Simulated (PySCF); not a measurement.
ethoxymethyl(methyl)silane (C4H12OSi), SMILES CCOC[SiH2]C.

Geometry: B3LYP-D3(BJ)/def2-SVP. Other conformers were not sampled.

Two levels are set side by side: PBE/def2-TZVP (PySCF) and CAM-B3LYP/def2-TZVP (PySCF). Same geometry, gas phase. Differences are taken from unrounded values.

```json
[
 {"quantity": "orbital gap (eV)", "CAM-B3LYP": "9.83"},
 {"quantity": "highest occupied level (eV)", "CAM-B3LYP": "-8.27"},
 {"quantity": "lowest empty level (eV)", "CAM-B3LYP": "1.57"},
 {"quantity": "dipole moment (D)", "CAM-B3LYP": "1.47"}
]
```

What does PBE give, and how far is it from CAM-B3LYP? (An estimate is asked for; the answer gives what the named calculation found.)


| quantity | PBE | PBE minus CAM-B3LYP |
|---|---|---|
| orbital gap (eV) | 5.31 | -4.53 |
| highest occupied level (eV) | -5.41 | 2.86 |
| lowest empty level (eV) | -0.10 | -1.66 |
| dipole moment (D) | 1.35 | -0.12 |

PBE's occupied levels lie high since its potential decays too fast outside the molecule; exact exchange lowers them and widens the gap. Differences between two approximate levels are no errors against the true value.

Rough cost on one machine, each run with all the roots and properties that it gave: CAM-B3LYP against PBE within a factor of 2.
